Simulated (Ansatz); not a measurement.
Reaction (cleavage of the P–Si bond): `[SiH3][Si]1(P)CC1` + `NC(F)S` → `FC(S)NP` + `[SiH3][SiH]1CC1`

Gas-phase electronic energies from Ansatz, PBE0-D4/def2-TZVP geometries. CBS: MP2 limit from def2 TZ/QZ plus the TZ coupled-cluster correction, frozen cores. DFT in def2-TZVPP. B3LYP here is the variant with VWN-RPA as its local correlation; programs differ in this. One conformer a species, not always the lowest.

```tsv
level	ΔE (kJ/mol)	difference from CCSD(T)/CBS
PBE0-D4	48.2	7.7
B3LYP-D4	37.8	-2.7
ωB97M-V	35.0	-5.5
B2PLYP	35.4	-5.1
r2SCAN	46.0	5.5
B3LYP	34.3	-6.2
HF/def2-TZVPP	23.1	-17.4
MP2/def2-TZVPP	40.0	-0.5
SCS-MP2/def2-TZVPP	33.5	-7.0
CCSD/def2-TZVPP	36.2	-4.3
CCSD(T)/def2-TZVPP	39.3	-1.2
MP2/def2-QZVPP	40.4	-0.1
SCS-MP2/def2-QZVPP	34.1	-6.4
HF/CBS(def2)	22.1	-18.4
MP2/CBS(def2)	41.2	0.7
CCSD/CBS(def2)	37.4	-3.1
CCSD(T)/CBS	40.5	0
```

Largest T1 diagnostic among the species: 0.013.

The D4 term adds +3.5 kJ/mol with B3LYP and +2.2 kJ/mol with PBE0; it sums over pairs of atoms, weighted by their polarisabilities, and B3LYP, whose exchange is more repulsive, gets the larger term. In def2-TZVPP, CCSD(T) changes the Hartree–Fock value by +16.2 kJ/mol (the triples alone add +3.1 kJ/mol) and MP2 by +16.9 kJ/mol.

CCSD(T)/CBS has its own doubt, a few kJ/mol and more with outer-core shells, so smaller differences from it don't rank the levels.
